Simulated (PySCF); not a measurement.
## Electronic absorption of C5H4ClN

C5H4ClN.
InChI=1S/C5H4ClN/c6-5-2-1-4(5)3-7/h1-2H2

Computed with TDDFT CAM-B3LYP/def2-SVPD, vertical, gas phase, core orbitals frozen in the response (PySCF). Geometry: GFN2-xTB; no solvent, vibrations or thermal averaging.

List the vertical singlet excitations with oscillator strengths and describe the spectrum.

```csv
state,E (eV),λ (nm),ν̃ (cm⁻¹),f,|μ| (D),symmetry,"main configurations (H = HOMO, L = LUMO)"
S1,5.67,218.8,45710,0.352,4.05,A′,H→L (94%)
S2,6.31,196.4,50910,0.0000,0.03,–,"H-1→L (38%), H-2→L (36%), H→L+2 (15%)"
S3,6.48,191.3,52280,0.0000,0.03,–,"H→L+2 (50%), H-1→L (27%)"
S4,6.72,184.5,54210,0.0011,0.20,–,"H-2→L (58%), H-1→L (32%)"
S5,7.11,174.4,57350,0.0094,0.59,A″,"H→L+1 (74%), H→L+2 (13%)"
S6,7.24,171.3,58370,0.0012,0.21,–,H→L+3 (74%)
S7,7.65,162.0,61730,0.043,1.21,A′,"H-3→L (68%), H-2→L+2 (10%)"
S8,7.77,159.5,62710,0.010,0.59,A″,H-4→L (87%)
```

Triplets, Tamm–Dancoff:

```json
{"state": "T1", "E (eV)": "3.39", "λ (nm)": "365.6", "main configurations (H = HOMO, L = LUMO)": "H→L (94%)"}
{"state": "T2", "E (eV)": "5.88", "λ (nm)": "211.0", "main configurations (H = HOMO, L = LUMO)": "H-2→L (36%), H→L+2 (22%), H-1→L (19%)"}
{"state": "T3", "E (eV)": "6.22", "λ (nm)": "199.2", "main configurations (H = HOMO, L = LUMO)": "H-3→L (31%), H-6→L (16%), H-2→L+2 (15%)"}
```

The lowest singlet lies at 5.67 eV (219 nm, ultraviolet) and is strong; its leading configuration is HOMO→LUMO (94%). The lowest level is also the most intense of those listed (f = 0.352). Löwdin shares by element: HOMO carbon 44% or more, chlorine 20%, nitrogen 14% (atoms not listed hold the other 22%); LUMO carbon 64% or more, nitrogen 17% (atoms not listed hold the other 20%). Weighted by f, the mean energy of these states is 5.96 eV. Of the 8 states listed, 3 reach f = 0.01 and 2 stay under 0.0005. Orbital energies (eV): HOMO-3 -11.78, HOMO-2 -11.16, HOMO-1 -10.86, HOMO -8.95, LUMO -0.59, LUMO+1 1.03, LUMO+2 1.29. Symmetry labels in Cs follow from the direction of the transition dipole and are given only for states with f of 0.002 or more. Only the lowest 8 singlets were computed, as vertical energies without vibronic structure.
